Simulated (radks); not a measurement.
Values are calculated unless marked as measured or tabulated.
These are the eigenvalues of the occupied orbitals of an atom or ion with whole-number occupations (hartree). Level of theory: scalar-relativistic Kohn-Sham, r2SCAN, spin-polarised, spherical densities, finite nucleus; meta-GGA in the generalised Kohn-Sham scheme; Fermi nuclear charge, rms radius of each element as measured or else 0.836 A^(1/3) + 0.57 fm (a radial shooting solver on a logarithmic mesh with Libxc functionals).

| orbital | eigenvalue |
|---|---|
| 1s | -3075.046 |
| 2s | -627.0921 |
| 2p | -556.1704 |
| 3s | -220.8232 |
| 3p | -199.9718 |
| 3d | -178.6168 |

Which element is it, and in what charge state? The configuration may be excited. Open shells, if any, are filled with parallel spins first.

Answer. Z = 79, gold, charge +51: Au51+ in [Ar] 3d10. The list shows which subshells hold electrons but not how many an open one holds; the 1s level, -3075 hartree, gives Z - s = 78.4 by -(Z - s)^2/2, which with screening and relativity narrows Z to a few neighbours, and the depths of the outer levels then fix element, charge and occupations together.
